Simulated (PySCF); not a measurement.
Species: C5H11FOSi.
SMILES with atom numbers: `[CH3:1][C@@H:2]([F:3])[C@@H:4]1[CH2:5][CH2:6][Si@H:7]1[OH:8]`

Probes without a nucleus sit at each ring's centroid and 1 Å off its mean plane on both sides; NICS is minus the shielding there, NICSzz its component along the normal. Level: GIAO PBE0/pcSseg-1 (PySCF, non-relativistic, gas phase) on the GFN2-xTB geometry, one conformer.

Ring bond lengths (Å), with Mayer bond orders in brackets: C4–C5 1.544 (0.96), C5–C6 1.542 (1.01), C6–Si7 1.910 (0.90), Si7–C4 1.912 (0.85).

**Question.** Give the NICS values of each ring in ppm.

**Answer.** 
| ring | type | NICS(0) | NICS(1), two faces | NICS(1)zz, two faces | rms pucker (Å) | centre to ring atoms, mean (Å) |
| --- | --- | --- | --- | --- | --- | --- |
| C4–C5–C6–Si7 | 4-membered ring with Si; formal bonds all single | -1.6 | -2.2 / -1.1 | 1.4 / 4.2 | 0.10 | 1.21 |

**Question.** What can be read from them?

**Answer.** 
- C4–C5–C6–Si7: mean NICS(1)zz 2.8 ppm, near zero. C4, C5, C6, Si7 have four or more neighbours, so the value isn't read as a sign of a π ring current.

**Question.** What is the mean of the two in-plane components of NICS at the second NICS(1) probe listed for ring C4–C5–C6–Si7, 1 Å off the ring?

**Answer.** The isotropic value is a third of the trace: (3 × -1.1 − (4.2))/2 = -3.8 ppm.

**Question.** What are the shieldings of the ring atoms and their hydrogens in the same run (means over atoms taken as equivalent)?

**Answer.** 
```csv
atoms,environment,σ isotropic (ppm),"principal values of the symmetric part, first atom (ppm)"
C4,sp3 carbon bound to silicon,139.5,"114.3, 141.7, 162.4"
C5,four-membered-ring carbon,172.4,"162.3, 171.5, 183.3"
C6,sp3 carbon bound to silicon,168.1,"145.3, 173.6, 185.3"
Si7,oxygen-bound silicon,347.7,"311.4, 332.8, 398.8"
H on C4,methine hydrogen,29.68,"27.0, 29.5, 32.6"
H on C5,methylene hydrogen,29.75,"24.5, 28.4, 36.4"
H on C5,methylene hydrogen,29.77,"25.6, 30.2, 33.5"
H on C6,methylene hydrogen,30.46,"25.8, 28.0, 37.6"
H on C6,methylene hydrogen,30.30,"26.8, 28.0, 36.1"
H on Si7,Si–H hydrogen,26.10,"22.4, 25.5, 30.4"
```

The values belong to the conformer `[CH3:1][C@@H:2]([F:3])[C@@H:4]1[CH2:5][CH2:6][Si@H:7]1[OH:8]`: C1–C2–C4–C5 -61°, H–O8–Si7–C6 -84°.
